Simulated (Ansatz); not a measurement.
The same ligand exchange along the group F, Cl, Br.

Calculated with Ansatz (gas phase, PBE0-D4/def2-TZVP geometries, no zero-point term in ΔE). CCSD(T)/CBS is the MP2 limit (def2-TZVPP, def2-QZVPP) plus CCSD(T) − MP2 in def2-TZVPP, frozen cores. This one scheme is used for every species. DFT in def2-TZVPP. For Br, Mg outer-core shells are correlated without core-valence functions, which leaves a few kJ/mol of doubt a bond. Scalar relativity is left out up to krypton.

| reaction | CCSD(T)/CBS(def2) (kJ/mol) |
| --- | --- |
| `[F][MgH]` + H₂S → `[MgH][SH]` + H–F | 49 |
| `[MgH][Cl]` + H₂S → `[MgH][SH]` + HCl | 71 |
| `[MgH][Br]` + H₂S → `[MgH][SH]` + HBr | ? |

Q: Fill in the missing values. (An estimate is asked.)

A: Computed: `[MgH][Br]` + H₂S → `[MgH][SH]` + HBr: +79.4 kJ/mol.

Largest T1 diagnostic: 0.011, for `[F][MgH]`.
